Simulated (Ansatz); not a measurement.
C2H7AlOSi. Charge 0, multiplicity 1. The bonds changed during the relaxation, so this is another structure than the one it started from. The structure was optimised at the PBE0-D4/def2-TZVP level. It is one conformer, not always the lowest.

```xyz
12

O     0.291   -1.904    0.177
C    -0.334   -0.805   -0.225
Al   -1.252    0.388    1.154
C     0.280   -0.169   -1.342
Si    0.901    1.110    0.093
H    -0.078   -2.183    1.026
H    -2.460    1.278    0.633
H    -1.243   -0.448    2.515
H    -0.383    0.479   -1.911
H     1.017   -0.715   -1.926
H     2.238    0.588    0.479
H     1.025    2.380   -0.673
```

Q: What is the dipole moment at B3LYP/def2-TZVPP? (An estimate is asked.)

A: Computed: 1.74 D, with components (0.81, -1.21, -0.96) D in this frame, pointing from negative to positive charge.

Q: And with PBE, r2SCAN, ωB97M-V? (An estimate is asked.)

A: Ansatz gave: PBE 1.85 D, r2SCAN 1.87 D, ωB97M-V 1.77 D.

Q: Give the Mulliken charges with B3LYP, ωB97M-V, r2SCAN in def2-TZVPP. (Best estimate.)

A: Ansatz gave: 
| atom | B3LYP | ωB97M-V | r2SCAN |
| --- | --- | --- | --- |
| O1 | -0.21 | -0.20 | -0.24 |
| C2 | 0.11 | 0.08 | 0.09 |
| Al3 | 0.28 | 0.23 | 0.35 |
| C4 | -0.29 | -0.33 | -0.22 |
| Si5 | 0.08 | 0.00 | 0.07 |
| H6 | 0.23 | 0.23 | 0.25 |
| H7 | -0.16 | -0.13 | -0.18 |
| H8 | -0.19 | -0.15 | -0.20 |
| H9 | 0.14 | 0.16 | 0.12 |
| H10 | 0.11 | 0.12 | 0.09 |
| H11 | -0.05 | -0.01 | -0.06 |
| H12 | -0.05 | -0.01 | -0.06 |

B3LYP here is the variant with VWN-RPA as its local correlation; programs differ in this.
